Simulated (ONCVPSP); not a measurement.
Which change was made? (Tl, ONCV)

thallium (Tl), optimised norm-conserving Vanderbilt (ONCV), made with ONCVPSP 4.0.1 (LDA (Perdew-Wang 92), fully relativistic). Core [Kr] 4d10 4f14 5s2, reference 5p6 5d10 6s2 (charge +1). Waves: 6s: rc 1.90 bohr, ncon 4, nbas 7, qcut 2.7 1/bohr, 2 projectors, debl 2.4 Ha; 5p: rc 1.30 bohr, ncon 4, nbas 9, qcut 12.3 1/bohr, 2 projectors, debl 2.1 Ha; 5d: rc 2.15 bohr, ncon 4, nbas 8, qcut 8.3 1/bohr, 2 projectors, debl 2.9 Ha. Local part: polynomial inside 1.25 bohr (lpopt 5, dvloc0 -1 Ha). Core correction: none.

Open shells are filled in proportion to 2j + 1.

In the p channel the program set the typed energies aside and used -2.872, 0.250 Ha (j = l + 1/2; the other j can differ).

Cutoffs, loose and tight: the cutoffs (Ha) at which the residual kinetic energy of the hardest occupied pseudo-wave falls to 1 and 0.1 mHa per electron. They do not see the model core or the augmentation charge, which bear on the density cutoff. Test errors are all-electron minus pseudo excitation energies from the reference, over the configurations 5p6 5d10 6s2 6p1; 5p6 5d10 6s1; 5p6 5d10 6s0; 5p6 5d9 6s2 6p2; variants that change the core or the reference have their own tests.

The base gives: outcome: generated, projector energies reset by the program; cutoff, loose: 49 Ha; cutoff, tight: 57 Ha; bound ghosts: s; GHOST(+) flags above zero: d5/2; largest test error (meV): -25.

Task: After one change the result is: outcome: generated, projector energies reset by the program; cutoff, loose: 48 Ha; cutoff, tight: 56 Ha; bound ghosts: s; GHOST(+) flags above zero: d; largest test error (meV): -42. Which change was it?
A. core [Xe] 4f14, valence charge 13; reference 5d10 6s2 6p1; waves now 6s: rc 2.25 bohr, ncon 4, nbas 9, qcut 2.8 1/bohr, 2 projectors, debl 0.4 Ha; 6p: rc 2.60 bohr, ncon 4, nbas 9, qcut 2.6 1/bohr, 2 projectors, debl 1 Ha; 5d: rc 1.40 bohr, ncon 4, nbas 7, qcut 7.3 1/bohr, 2 projectors, debl 2.6 Ha; local potential polynomial inside 1.15 bohr (lpopt 1, dvloc0 0 Ha)
B. scalar-relativistic
C. s: qcut 2.3; p: qcut 10.3; d: qcut 6.9
D. local potential polynomial inside 1.25 bohr (lpopt 5, dvloc0 0 Ha)

Result: B. The others give: s: qcut 2.3; p: qcut 10.3; d: qcut 6.9 → outcome: generated, projector energies reset by the program; cutoff, loose: 40 Ha; cutoff, tight: 46 Ha; bound ghosts: s; GHOST(+) flags above zero: none; largest test error (meV): +29 | core [Xe] 4f14, valence charge 13; reference 5d10 6s2 6p1; waves now 6s: rc 2.25 bohr, ncon 4, nbas 9, qcut 2.8 1/bohr, 2 projectors, debl 0.4 Ha; 6p: rc 2.60 bohr, ncon 4, nbas 9, qcut 2.6 1/bohr, 2 projectors, debl 1 Ha; 5d: rc 1.40 bohr, ncon 4, nbas 7, qcut 7.3 1/bohr, 2 projectors, debl 2.6 Ha; local potential polynomial inside 1.15 bohr (lpopt 1, dvloc0 0 Ha) → outcome: generated; cutoff, loose: 24 Ha; cutoff, tight: 44 Ha; bound ghosts: s, p3/2, p1/2; GHOST(+) flags above zero: none; largest test error (meV): -3.1 over the solved tests; 1 of 4 tests not solved or not reliable | local potential polynomial inside 1.25 bohr (lpopt 5, dvloc0 0 Ha) → outcome: generated, projector energies reset by the program; cutoff, loose: 49 Ha; cutoff, tight: 57 Ha; bound ghosts: s, d5/2; GHOST(+) flags above zero: none; largest test error (meV): -26.
